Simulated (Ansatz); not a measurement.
Reactions of C$_{5}$HBCl$_{2}$F$_{6}$O$_{2}$, SMILES `FC(F)(F)C1=CC(C(F)(F)F)=[O+][B-](Cl)(Cl)O1`.

Isolated molecules relaxed with PBE0-D4/def2-TZVP in Ansatz; ΔE leaves out vibrations. CCSD(T)/CBS is the MP2 limit (def2-TZVPP, def2-QZVPP) plus CCSD(T) − MP2 in def2-TZVPP, frozen cores. This one scheme is used for every species, atoms too. No spin–orbit coupling; open shells (•) take unrestricted orbitals. Spin–orbit coupling would lower the free atoms: a little for B, C, Cl, F, O. Bonds to Mg, Se are less sure, by a few kJ/mol each and by 10 to 20 or more in all where they break to atoms, as the def2 sets lack core-valence functions. Scalar relativity is left out up to krypton. One conformer a species, not always the lowest.

Question: Order these by ΔE at CCSD(T)/CBS, lowest first. (An estimate is asked.)
A. `FC(F)(F)C1=CC(C(F)(F)F)=[O+][B-](Cl)(Cl)O1` + H–F → `F[B-]1(Cl)OC(C(F)(F)F)=CC(C(F)(F)F)=[O+]1` + HCl
B. `FC(F)(F)C1=CC(C(F)(F)F)=[O+][B-](Cl)(Cl)O1` + `C[Se][Al]([Cl])[Cl]` → `C[Se]B(Cl)Cl` + `FC(F)(F)C1=CC(C(F)(F)F)=[O+][Al-]([Cl])([Cl])[O]1`
C. `FC(F)(F)C1=CC(C(F)(F)F)=[O+][B-](Cl)(Cl)O1` + `[OH][Al]([OH])[Cl]` → `[OH][Al-]1([Cl])[O]C(C(F)(F)F)=CC(C(F)(F)F)=[O+]1` + `OB(Cl)Cl`
D. `FC(F)(F)C1=CC(C(F)(F)F)=[O+][B-](Cl)(Cl)O1` → B• + 5 C• + 2 Cl• + 6 F• + H• + 2 O•
E. `FC(F)(F)C1=CC(C(F)(F)F)=[O+][B-](Cl)(Cl)O1` + H₂O → `O[B-]1(Cl)OC(C(F)(F)F)=CC(C(F)(F)F)=[O+]1` + HCl
F. `FC(F)(F)C1=CC(C(F)(F)F)=[O+][B-](Cl)(Cl)O1` + `[CH3][Mg][OH]` → `[CH3][Mg-]1[O]C(C(F)(F)F)=CC(C(F)(F)F)=[O+]1` + `OB(Cl)Cl`

Answer: F (-149.8 kJ/mol), C (-118.6 kJ/mol), B (-89.1 kJ/mol), A (-60.6 kJ/mol), E (-30.9 kJ/mol), D (+7671.1 kJ/mol).

Largest T1 diagnostic: 0.015, for `F[B-]1(Cl)OC(C(F)(F)F)=CC(C(F)(F)F)=[O+]1`.
